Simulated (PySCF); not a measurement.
arsine (AsH3), SMILES [AsH3]. The structure is a stationary point at PBE-D3(BJ)/def2-TZVPD.

TDA-PBE0/def2-TZVPD (PySCF) puts the lowest singlet excitations at 6.81, 7.19, 7.19, 8.88, 9.09, 9.09 eV and the lowest triplet (TDA) at 5.78 eV.

### Question
What are the lowest singlet roots from EOM-CCSD/aug-cc-pVDZ run with PySCF? (The exact figures need the calculation; the answer reports its results.)

### Answer
6.69, 7.18, 7.18, 8.31, 8.31, 8.64 eV; triplets 5.88, 5.88, 6.37 eV. S1 differs by -0.12 eV (second minus first; roots are paired by order, and the bases may differ).
